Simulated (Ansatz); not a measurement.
A structure relaxed at r2SCAN-D4/def2-SVPD in Ansatz, charge -1, doublet:

```xyz
4

Ga   -0.477    0.033    0.600
Ga    1.343   -0.141   -1.733
P    -0.658    1.725    1.944
P    -0.209   -1.617   -0.811
```

Task: Give its formula and point group.

Result: Ga2P2⁻. Point group Cs (tolerance 0.1 Å).

Task: Summarise the bond lengths by kind (pairs closer than 1.2 times the sum of covalent radii, bridged metal pairs left out).

Result: 3 × Ga–P 2.17 to 2.33 Å.

The relaxation made no stability test and no search for a lower SCF solution. Another isomer (doublet) lies 0.40 eV lower at PBE0-D4/def2-TZVPD; other spin states weren't run for this one.
